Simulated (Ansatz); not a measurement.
The cluster MgSe₂⁻. Charge -1, multiplicity 2. Geometry PBE0-D4/def2-TZVPD.

```tsv
atom	x (Å)	y (Å)	z (Å)
Mg1	1.590	0.075	-0.939
Se2	-0.755	1.084	0.627
Se3	-0.835	-1.158	0.312
```

LC-ωPBE has ω = 0.4 bohr⁻¹. At PBE-D4/def2-TZVPD, r2SCAN-D4/def2-TZVPD the highest occupied level of the charge -1 doublet lies above zero (up to 0.17 eV). It is a level of β spin, whose loss leaves a triplet; that state wasn't run at this geometry and level. The electron is either unbound and held by the finite basis, or the level is raised by self-interaction error. At PBE-D4/def2-TZVPD, r2SCAN-D4/def2-TZVPD the gap within one spin of the charge -1 doublet nearly closes, so an electron or hole may be smeared out by delocalisation error. Another isomer (doublet) lies 1.26 eV lower at PBE0-D4/def2-TZVPD; other spin states weren't run for this one.

(1) Estimate the α-spin orbital energies around the gap (eV) in Ansatz with PBE-D4/def2-TZVPD, r2SCAN-D4/def2-TZVPD, PBE0-D4/def2-TZVPD, LC-ωPBE/def2-TZVPD.

Answers

(1) 
```tsv
orbital	PBE-D4/def2-TZVPD	r2SCAN-D4/def2-TZVPD	PBE0-D4/def2-TZVPD	LC-ωPBE/def2-TZVPD
HOMO−5	-3.69	-3.92	-5.07	-7.68
HOMO−4	-3.13	-3.41	-4.56	-7.50
HOMO−3	-2.79	-3.02	-4.46	-7.50
HOMO−2	-0.42	-0.59	-1.92	-4.68
HOMO−1	-0.42	-0.56	-1.65	-4.24
HOMO	-0.05	-0.31	-0.46	-2.23
LUMO	2.16	2.36	2.60	3.68
LUMO+1	2.28	2.46	2.85	3.90
LUMO+2	2.65	2.98	3.04	4.04
LUMO+3	2.78	3.10	3.32	4.43
LUMO+4	3.16	3.66	3.54	4.51
LUMO+5	3.61	4.01	3.96	4.92
β HOMO	0.17	0.14	-0.36	-2.21
β LUMO	0.19	0.24	0.70	2.67
```
